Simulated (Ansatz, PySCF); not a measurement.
The pair A = CH4O (SMILES CO) (first 6 atoms), B = CH2O2 (SMILES O=CO); geometry from B3LYP-D3(BJ)/def2-TZVP.
(charge 0, multiplicity 1):
```xyz
11

C     -0.18960    -0.35027     0.18299
O      0.48930    -0.80552     1.35223
H     -0.90401     0.44544     0.41406
H     -0.72878    -1.20179    -0.22782
H      0.51964     0.01102    -0.56554
H      0.93740    -0.05470     1.77985
O      0.81214     0.88640     3.56206
C      0.00174     0.25227     4.19936
O     -0.65400    -0.81543     3.77385
H     -0.28228     0.50576     5.22849
H     -0.36563    -1.00672     2.83763
```

Frozen-core correlation. Rows in 6-31G* carry no dispersion term and start afresh at each structure (6-31G* with six Cartesian d functions).

Run with Ansatz (an electronic-structure program) with Gaussian orbitals; PySCF for 6-31G* rows. Values without a source in brackets are computed.

Total energies (hartree), monomers frozen at their geometry in the pair:

```json
[
 {"structure": "AB", "HF/aug-cc-pVDZ": "-303.8695863", "B3LYP/6-31G*": "-305.4932361", "CCSD(T)/aug-cc-pVDZ": "-304.8291687"},
 {"structure": "A in the pair's basis", "HF/aug-cc-pVDZ": "-115.0613096", "B3LYP/6-31G*": "-115.7177537", "CCSD(T)/aug-cc-pVDZ": "-115.4570214"},
 {"structure": "B in the pair's basis", "HF/aug-cc-pVDZ": "-188.7956132", "B3LYP/6-31G*": "-189.7572561", "CCSD(T)/aug-cc-pVDZ": "-189.3559986"},
 {"structure": "A", "HF/aug-cc-pVDZ": "-115.0608244", "B3LYP/6-31G*": "-115.7139825", "CCSD(T)/aug-cc-pVDZ": "-115.4552975"},
 {"structure": "B", "HF/aug-cc-pVDZ": "-188.7951893", "B3LYP/6-31G*": "-189.7544836", "CCSD(T)/aug-cc-pVDZ": "-189.3544515"}
]
```

Problem. Work out the interaction energy without and with the counterpoise correction, and the superposition error, for each level.

Solution. 
E(AB) − E(A) − E(B), times 627.509 kcal/mol, with the monomers in their own basis and then in the pair's basis:
- HF/aug-cc-pVDZ: -8.52 uncorrected, -7.95 corrected; the monomers gain 0.57 kcal/mol from borrowed functions
- B3LYP/6-31G*: -15.54 uncorrected, -11.44 corrected; the monomers gain 4.11 kcal/mol from borrowed functions
- CCSD(T)/aug-cc-pVDZ: -12.19 uncorrected, -10.13 corrected; the monomers gain 2.05 kcal/mol from borrowed functions
